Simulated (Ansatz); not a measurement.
Geometry optimisation, Ansatz, RHF/def2-SVP.

Input:

```yaml
crystal:
  periodic: [false, false, false]
  atoms:
    - { symbol: Zr, position_ang: [0.0, 0.0, 0.0] }
    - { symbol: O, position_ang: [0.0, 0.0, 2.42] }
    - { symbol: H, position_ang: [-0.9095, -0.2814, 2.7571] }
    - { symbol: F, position_ang: [1.8671, 0.0, -0.6593] }
    - { symbol: F, position_ang: [-0.9326, 1.6157, -0.6593] }
    - { symbol: F, position_ang: [-0.9326, -1.6157, -0.6593] }
    - { symbol: S, position_ang: [1.4875, -2.2588, 0.8987] }
    - { symbol: H, position_ang: [0.7024, -3.4121, 0.7815] }
    - { symbol: H, position_ang: [0.7562, -1.1483, 2.1622] }
basis:
  gaussian: { orbitals: def2-SVP }
hamiltonian:
  xc: hf
relax:
  f_tol: 0.15
  max_steps: 25
  restrain:
    - { distance: [0, 6], at: 3.75, k: 30.0 }
    - { distance: [8, 1], at: 2.21, k: 30.0 }
    - { distance: [0, 1], at: 2.07, k: 30.0 }
    - { distance: [8, 6], at: 1.4, k: 30.0 }
output:
  orbitals: {}
```

Launched with:

```bash
$ ansatz run input.yaml --threads 2 --pin off --max-ram 3072MiB --backend cpu --events-out ev --progress --plain --runs-dir out
```

Task: Where does it end, and by what steps?

Result: The run converged. The restraints hold the end off the free minimum; the threshold counts their pulls, which the force column leaves out. Restrained pairs: Zr1–S7 (2.85 → 3.74 Å), O2–H9 (1.40 → 2.22 Å), Zr1–O2 (2.42 → 2.01 Å), S7–H9 (1.83 → 1.37 Å). After 10 steps the energy has fallen by 3.262 eV (the restraints' own energy left out); H9 moved furthest, 0.84 Å.

```tsv
step	energy less start (eV)	largest force component (eV/Å)	accepted
0	0.0000	2.689	yes
1	-0.4394	4.287	yes
2	-1.2899	5.372	yes
3	-2.4144	3.861	yes
4	-3.0237	1.764	yes
5	-3.1036	1.784	yes
6	-3.1498	1.661	yes
7	-3.2056	2.009	yes
8	-3.2405	1.707	yes
9	-3.2624	1.755	yes
10	-3.2624	1.751	yes
```

```xyz
9
Properties=species:S:1:pos:R:3
Zr -0.114 0.145 -0.082
O -0.220 -0.088 1.915
H -0.538 0.286 2.721
F 1.631 0.616 -0.684
F -1.201 1.643 -0.509
F -0.869 -1.328 -1.029
S 1.710 -2.773 1.395
H 0.721 -3.629 1.137
H 0.919 -1.972 2.178
```

The run took 28 s on 2 threads of Arm Neoverse V1, on a shared host, peak memory 0.27 GiB.
